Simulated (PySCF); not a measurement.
CH6BeOSSi, SMILES [Be]([O][SiH3])[S]C.

Coordinates come from a PBE-D3(BJ)/def2-SVP optimisation. The structure was generated by enumeration; whether it is a known compound was not checked. The values are those of a single conformer.

Two levels are set side by side: TDDFT-PBE/def2-SVPD (PySCF) and TDDFT-PBE0/def2-SVPD (PySCF). Vertical, same geometry. The lowest singlet is HOMO→LUMO 95 % with PBE and HOMO→LUMO 83 %, HOMO→LUMO+1 15 % with the other functional; states are paired by order. Differences are taken from unrounded values.

```json
[
 {"quantity": "lowest singlet excitation (eV)", "TDDFT-PBE0": "5.01"},
 {"quantity": "lowest triplet excitation (TDA) (eV)", "TDDFT-PBE0": "4.66"},
 {"quantity": "first bright state (f over 0.05) (eV)", "TDDFT-PBE0": "6.33"},
 {"quantity": "its oscillator strength", "TDDFT-PBE0": "0.05"}
]
```

Question: What does TDDFT-PBE give, and how far is it from TDDFT-PBE0? (An estimate is asked for; the answer gives what the named calculation found.)

Answer: 
```tsv
quantity	TDDFT-PBE	TDDFT-PBE minus TDDFT-PBE0
lowest singlet excitation (eV)	4.59	-0.43
lowest triplet excitation (TDA) (eV)	4.32	-0.34
first bright state (f over 0.05) (eV)	6.19	-0.13
its oscillator strength	0.09	0.04
```

Functionals without exact exchange tend to place singlet excitations lower, as here. Differences between two approximate levels are no errors against the true value.

Rough cost on one machine, each run with all the roots and properties that it gave: TDDFT-PBE0 against TDDFT-PBE about 3 times.
